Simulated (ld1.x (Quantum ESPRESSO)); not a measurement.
**iodine, TM: configuration errors across variants**

I, norm-conserving Troullier–Martins (Kleinman–Bylander form), made with ld1.x (Quantum ESPRESSO) 7.5 (PBE, fully relativistic). Core [Kr] 4d10, reference 5s2 5p5. Waves: 5s (bound): rc 1.70 bohr; 5d channel at 0.3 Ry: rc 1.70 bohr; 5p (bound): rc 1.80 bohr. Local part: the p channel. Core correction: a·sin(br)/r model core inside 1.30 bohr.

Open shells are filled in proportion to 2j + 1 (rel_dist='average').

All-electron excitation energies from the reference (eV): (1) 5s2 5p4 11.157; (2) 5s2 5p3 31.032; (3) 5s2 5p2 60.394; (4) 5s2 5p1 99.860; (5) 5s1 5p6 10.369; (6) 5s2 5p4.5 4.545; (7) 5s2 5p5.3 -1.791.

1 further variants failed, have other tests or too few solved ones, and are left out.

A true bound ghost makes a file unfit for plane-wave use even where its test errors are small: the radial tests pick states by their node count and pass the ghost by.

The file “base” misses its own reference levels by 0.7 eV. The file “wave 5d channel at 0.3 Ry: rc 1.70 bohr becomes 5d channel at 0.3 Ry: rc 2.40 bohr” misses its own reference levels by 0.7 eV. The file “core correction a·sin(br)/r model core inside 1.86 bohr” misses its own reference levels by 0.7 eV. The file “wave 5s (bound): rc 1.70 bohr becomes 5s (bound): rc 2.62 bohr” misses its own reference levels by 0.7 eV. The file “wave 5d channel at 0.3 Ry: rc 1.70 bohr becomes 5d channel at 2.05 Ry: rc 1.70 bohr” misses its own reference levels by 0.7 eV.

Errors AE − PS in meV (a dash: test not solved or not reliable):

```tsv
change	(1)	(2)	(3)	(4)	(5)	(6)	(7)	bound ghosts
base	+27	+61	+99	+133	-31	+13	-7.5	d3/2, d5/2
wave 5d channel at 0.3 Ry: rc 1.70 bohr becomes 5d channel at 0.3 Ry: rc 2.40 bohr	+27	+61	+99	+133	-31	+13	-7.5	none
core correction a·sin(br)/r model core inside 1.86 bohr	+25	+48	+58	+42	-27	+12	-7.5	d3/2, d5/2
wave 5s (bound): rc 1.70 bohr becomes 5s (bound): rc 2.62 bohr	+28	+70	+130	+205	-68	+13	-7.4	d3/2, d5/2
wave 5d channel at 0.3 Ry: rc 1.70 bohr becomes 5d channel at 2.05 Ry: rc 1.70 bohr	+27	+61	+99	+133	-31	+13	-7.5	d3/2, d5/2
```

Give the same row for: wave 5p (bound): rc 1.80 bohr becomes 5p (bound): rc 1.52 bohr.

+72, +168, +269, +323, -66, +33, -17; bound ghosts: s, d3/2, d5/2.
